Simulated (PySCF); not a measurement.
Molecule: `C1=CC(C)=CC=C1`, C7H8.

Cartesian coordinates in Å; atom numbers follow the order of the lines, from 1:
```xyz
15

C     2.2260   -0.1953   -0.0845
C     0.7367   -0.0110   -0.0364
C    -0.1183   -1.1212   -0.0122
C    -1.5000   -0.9618    0.0527
C    -2.0569    0.3165    0.0931
C    -1.2199    1.4298    0.0671
C     0.1633    1.2647    0.0023
H     2.6124   -0.5545    0.8837
H     2.5150   -0.9394   -0.8425
H     2.7425    0.7463   -0.3181
H     0.3094   -2.1276   -0.0464
H    -2.1477   -1.8420    0.0693
H    -3.1410    0.4433    0.1422
H    -1.6452    2.4361    0.0953
H     0.8130    2.1443   -0.0201
```

Geometry PBE0-D3(BJ)/def2-SVP throughout; GIAO in PySCF, gas phase, one conformer, non-relativistic; equivalent atoms averaged; functional PBE0.

For orientation, 6-31G* gives these shifts δ (against TMS at the same level): C2 130.7, C3/C7 123.3, C4/C6 122.2, C5 119.6, C1 22.5, H12/H14 7.21, H13 7.08, H11/H15 7.12, H8/H9/H10 2.24 ppm.

A run gave: C2 144.6, C3/C7 134.3, C4/C6 133.4, C5 130.3, C1 23.1, H12/H14 7.50, H13 7.37, H11/H15 7.42, H8/H9/H10 2.39 ppm (shifts δ (against TMS at the same level)).

Question: Which basis set was used in that run?
A. cc-pVDZ
B. STO-3G
C. 6-31G
D. def2-TZVP

Answer: D. C2 tells them apart best: def2-TZVP gives 144.6, STO-3G gives 114.9, 6-31G gives 133.2, cc-pVDZ gives 138.1 ppm.
